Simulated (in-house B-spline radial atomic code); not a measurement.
## Ionising As9+ with different functionals

Computed with a B-spline radial code for spherical atoms: four-component Dirac-Coulomb Hamiltonian, Fermi nucleus of rms radius 4.0968 fm, spin-restricted, spherical fractional occupations for the functionals, and exact exchange of hybrids averaged over the configuration. The ionisation energy is the difference of two self-consistent energies, [Ar] 3d6 → [Ar] 3d5, without Breit or QED terms; ε is the level of the shell that loses the electron (mean over j). The electron is taken from both j subshells in proportion to 2j + 1, so the result is a j average, not the step between ground levels.

| method | rung | ΔSCF (eV) | -ε(3d) (eV) |
| --- | --- | --- | --- |
| PBE0 | global hybrid | ? | ? |
| B97-1 | global hybrid | ? | ? |
| CAM-B3LYP | range-separated hybrid | 254.44 | 242.37 |
| wB97X | range-separated hybrid | 254.08 | 242.86 |

Question: What does PBE0 give?

Answer: ΔSCF 254.40 eV, and -ε(3d) = 241.34 eV.

Question: What does B97-1 give?

Answer: ΔSCF 254.44 eV, and -ε(3d) = 240.52 eV.

Question: Among the functionals, which spreads more, the ΔSCF values or the orbital energies?

Answer: The orbital energies: ΔSCF values span about 0.36 eV and the orbital energies 2.33 eV; here energy differences depend much less on the functional than eigenvalues do.

Question: How do they compare with the NIST value?

Answer: NIST lists 247 eV ± 2.2 (tabulated theory, ground level to ground level). Errors run from +7.08 to +7.44 eV. The correlated functionals all miss on the same side by more than they spread, so the cause is common to them (Breit-QED terms, spin polarisation, the choice among j levels, multiplet and fine-structure energies, or a listed next ion that isn't the cheapest removal here) and closeness doesn't rank the functionals.
